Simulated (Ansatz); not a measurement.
The cluster Ge2Au⁺, relaxed as a singlet with RKS PBE-D4/def2-TZVP in Ansatz, starting from the GFN2-xTB geometry. Force threshold 0.02 eV/Å.

In the def2 sets Au takes a core potential; there is no spin–orbit coupling. The restricted singlet is unstable: a solution with broken spin symmetry lies lower. At PBE-D4/def2-TZVP a triplet of charge 1 lies 0.34 eV below the restricted singlet, each at its own geometry. The structure comes from a short search, and lower isomers may exist.

Start:

```xyz
3

Au    0.9100    0.7678   -0.9366
Ge    0.0576   -1.4603    0.0852
Ge   -0.9676    0.6925    0.8514
```

```csv
step,energy (eV),largest force component (eV/Å),SCF passes
1,-116707.1796,0.748,36
2,-116707.2825,0.389,26
3,-116707.2944,0.046,22
4,-116707.2945,0.038,21
5,-116707.2947,0.001,21
```

Force components are those of the run's own axes.

End:

```xyz
3

Au    0.861    0.726   -0.886
Ge    0.114   -1.505    0.036
Ge   -0.975    0.779    0.850
```

By distances, no bond broke or formed. The bond that changes most is Ge2–Ge3, from 2.50 to 2.66 Å (atoms count from 1).

No frequencies were taken in this run, so the end may be a saddle point.

It took 6.5 s on 4 threads of Arm Neoverse V1 on a shared host.
